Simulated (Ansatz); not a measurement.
Gas-phase electronic energies from Ansatz, PBE0-D4/def2-TZVP geometries. CCSD(T)/CBS adds triple-zeta CCSD(T) − MP2 to the extrapolated MP2 energy (def2 sets, frozen cores). DFT in def2-TZVPP. B3LYP here is the variant with VWN-RPA as its local correlation; programs differ in this. One conformer a species, not always the lowest.

`C[SiH2]C[S][AlH2]` + `NB(O)F` → `C[SiH2]OB(N)F` + `C[S][AlH2]`  (ligand exchange at the Si–C bond)

`C[SiH2]C[S][AlH2]`:

```xyz
14

C     1.326    0.750    1.630
Si   -0.447    0.227    1.409
C    -0.769   -0.294   -0.381
S     0.298   -1.756   -0.760
Al   -0.188   -0.903   -2.708
H     1.559    1.614    1.003
H     1.517    1.024    2.670
H     2.000   -0.064    1.356
H    -1.375    1.351    1.724
H    -0.790   -0.934    2.270
H    -1.830   -0.524   -0.517
H    -0.519    0.601   -0.986
H     0.766    0.214   -3.299
H    -1.547   -1.306   -3.412
```

`NB(O)F`:

```xyz
7

N     0.571    0.676   -0.303
B     0.035   -0.441    0.362
O    -1.236   -0.915    0.224
F     0.823   -1.113    1.207
H     1.520    0.964   -0.149
H     0.068    1.248   -0.956
H    -1.782   -0.420   -0.386
```

`C[SiH2]OB(N)F`:

```xyz
13

C     0.167    1.517   -1.879
Si    0.924    0.259   -0.743
O    -0.239   -0.192    0.344
B    -0.238   -1.071    1.381
N    -1.374   -1.278    2.169
F     0.881   -1.764    1.663
H    -0.174    2.391   -1.320
H    -0.689    1.095   -2.412
H     0.898    1.850   -2.620
H     1.381   -0.933   -1.506
H     2.086    0.837   -0.017
H    -1.388   -1.924    2.937
H    -2.235   -0.790    2.005
```

`C[S][AlH2]`:

Cartesian coordinates in Å:
```
C 0.257 -0.309 -1.323
S 0.443 -1.166 0.273
Al -0.292 0.306 1.685
H 1.236 -0.229 -1.794
H -0.163 0.689 -1.198
H -0.401 -0.897 -1.962
H -0.795 1.692 1.103
H -0.285 -0.085 3.216
```

```
         level  ΔE (eV)
       ωB97M-V    -1.40
         B3LYP    -1.59
MP2/def2-QZVPP    -1.37
CCSD/CBS(def2)    -1.47
```

Q: What does CCSD(T)/CBS give? (Best estimate.)

A: The calculation gave: -1.41 eV. The listed levels differ from it by 0.01, -0.18, 0.04, -0.06 eV.

Largest T1 diagnostic among the species: 0.011.

From PBE to PBE0 (25 % exact exchange), in def2-TZVPP and without D4, ΔE moves by −0.04 eV. In def2-TZVPP, CCSD(T) changes the Hartree–Fock value by +0.39 eV (the triples alone add +0.06 eV) and MP2 by +0.43 eV.
